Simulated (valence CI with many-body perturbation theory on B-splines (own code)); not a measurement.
## Energy levels of Pd XXVI

Calculated by configuration interaction combined with many-body perturbation theory (CI+MBPT): three valence electrons over a frozen Dirac-Fock core [Ar], radial functions for each j: 7 s, 7 p, 8 d, 6 f, 4 g, 1 h, with the one-electron correlation potential Σ1, the two-electron term Σ2, the three-electron term Σ3, Breit, model QED; selected CI, second order for the rest, scaled by the run's own slope (own B-spline code, finite nucleus).

No measured levels were compared; by estimate terms of the open shell hold to 2 to 4 % of their energy, and close levels can change places. Only levels of the ground parity were solved; by the run's estimate the other parity begins above the list, which can be wrong where configurations are misplaced.

Levels 1 to 19 of 19, with energies above the lowest level, 3d³ ⁴F_3/2. "Leading %" is the weight of the configuration and term that name the level; weights of strongly mixed levels are sums over their largest components and can fall short. In the jj column 3d3/2^4 stands for four electrons in 3d with j = 3/2.

```csv
No.,Configuration,Term,J,E (eV),Leading %,Second component,Leading jj,g
1,3d³,⁴F,3/2,0.000,82,15 % 3d³ ²D,3d3/2^3 (74 %),0.486
2,3d³,⁴F,5/2,3.901,95,5 % 3d³ ²D,3d3/2^2 3d5/2 (91 %),1.034
3,3d³,⁴F,7/2,6.901,85,13 % 3d³ ²G,3d3/2^2 3d5/2 (56 %),1.187
4,3d³,⁴F,9/2,8.813,58,32 % 3d³ ²G,3d3/2^2 3d5/2 (64 %),1.215
5,3d³,⁴P,3/2,9.250,48,33 % 3d³ ²P,3d3/2^2 3d5/2 (80 %),1.384
6,3d³,⁴P,1/2,10.700,72,28 % 3d³ ²P,3d3/2^2 3d5/2 (96 %),2.111
7,3d³,²G,7/2,14.143,82,15 % 3d³ ⁴F,3d3/2 3d5/2^2 (68 %),0.944
8,3d³,²H,9/2,14.787,56,32 % 3d³ ⁴F,3d3/2 3d5/2^2 (49 %),1.067
9,3d³,⁴P,5/2,15.427,89,9 % 3d³ ²D,3d3/2 3d5/2^2 (60 %),1.548
10,3d³,²D,3/2,17.361,47,40 % 3d³ ⁴P,3d3/2 3d5/2^2 (94 %),1.173
11,3d³,²P,1/2,18.489,72,28 % 3d³ ⁴P,3d3/2 3d5/2^2 (96 %),1.218
12,3d³,²H,11/2,19.829,100,,3d3/2 3d5/2^2 (100 %),1.088
13,3d³,²D,5/2,21.281,89,6 % 3d³ ⁴P,3d3/2 3d5/2^2 (66 %),1.209
14,3d³,²G,9/2,22.798,56,34 % 3d³ ²H,3d5/2^3 (78 %),1.062
15,3d³,²F,5/2,25.217,85,13 % 3d³ ²D,3d3/2 3d5/2^2 (52 %),0.914
16,3d³,²P,3/2,25.295,59,28 % 3d³ ²D,3d5/2^3 (82 %),1.202
17,3d³,²F,7/2,25.517,95,4 % 3d³ ²G,3d3/2 3d5/2^2 (88 %),1.129
18,3d³,²D,3/2,37.506,99,,3d3/2 3d5/2^2 (82 %),0.804
19,3d³,²D,5/2,37.950,84,13 % 3d³ ²F,3d5/2^3 (66 %),1.165
```

Names give the largest LS component (configuration and term), which can be under half, so a name can repeat, a term be missing and a line seem to break the LS rules; names also repeat where a configuration has a term twice.

The ionisation energy to 3d² ³F2 of the next ion comes out as 1290.7 eV (NIST: 1290 ± 4 eV (theoretical)). All 19 levels together are meant to be complete up to 39.468 eV.
